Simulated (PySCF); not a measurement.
Species: cyclo-(AsH)6.
Bonds: As1–As2, As1–As6, As2–As3, As3–As4, As4–As5, As5–As6. Hydrogens: H7 on As1; H8 on As2; H9 on As3; H10 on As4; H11 on As5; H12 on As6.

Computed with TDDFT CAM-B3LYP/def2-SVPD, vertical, gas phase, core orbitals frozen in the response (PySCF). One conformer (not necessarily the lowest) at the PBE0-D3(BJ)/def2-SVP geometry, without solvent, vibrations or thermal averaging. The CAM-B3LYP/def2-SVPD calculation is non-relativistic and has no spin–orbit coupling, an omission that weighs most on arsenic.

```tsv
state	λ (nm)	E (eV)	f	|μ| (D)	main configurations (H = HOMO, L = LUMO)
S1	292.0	4.25	0.015	0.98	H→L (88%)
S2	277.5	4.47	0.018	1.03	H→L+1 (72%), H→L+2 (16%)
S3	272.6	4.55	0.021	1.09	H-1→L (55%), H→L+2 (23%)
S4	266.7	4.65	0.026	1.21	H→L+2 (28%), H-1→L (27%), H-2→L (25%)
S5	260.6	4.76	0.056	1.76	H-2→L (42%), H-1→L+2 (16%), H→L+2 (14%)
S6	258.6	4.80	0.0018	0.32	H-1→L+2 (46%), H-2→L (17%), H-1→L+1 (14%)
S7	245.8	5.04	0.011	0.77	H-1→L+1 (48%), H-2→L+1 (21%)
S8	241.9	5.12	0.076	1.98	H-2→L+1 (31%), H-1→L+1 (16%), H-1→L+2 (11%)
S9	239.0	5.19	0.042	1.46	H-3→L (39%), H→L+3 (32%)
S10	234.2	5.29	0.045	1.49	H-2→L+2 (38%), H-2→L+1 (26%)
```

Triplets, Tamm–Dancoff:

| state | E (eV) | λ (nm) | main configurations (H = HOMO, L = LUMO) |
| --- | --- | --- | --- |
| T1 | 3.57 | 347.1 | H→L (76%) |
| T2 | 3.88 | 319.7 | H-1→L (63%), H-1→L+2 (10%) |
| T3 | 3.93 | 315.7 | H→L+1 (40%), H-2→L (23%) |
| T4 | 4.08 | 303.6 | H→L+2 (54%) |

The lowest singlet comes at 292 nm (410 kJ/mol) in the ultraviolet; it is weak; its leading configuration is HOMO→LUMO (88%). The most intense listed level is S8 at 5.12 eV (242 nm, f = 0.076), 0.88 eV above S1. Löwdin shares by element: HOMO arsenic 72% or more (atoms not listed hold the other 28%); LUMO arsenic 66% or more (atoms not listed hold the other 34%). Orbital energies (eV): HOMO-3 -8.77, HOMO-2 -8.27, HOMO-1 -8.07, HOMO -7.72, LUMO -0.71, LUMO+1 -0.38, LUMO+2 -0.31. Of the 10 states listed, 9 reach f = 0.01 and none stays under 0.0005. Weighted by f, the mean energy of these states is 4.93 eV. No computed singlet lies in the visible range (380 to 750 nm); the lowest, at 292 nm, stands 0.98 eV above its violet end (3.26 eV). Only the lowest 10 singlets were computed, as vertical energies without vibronic structure.
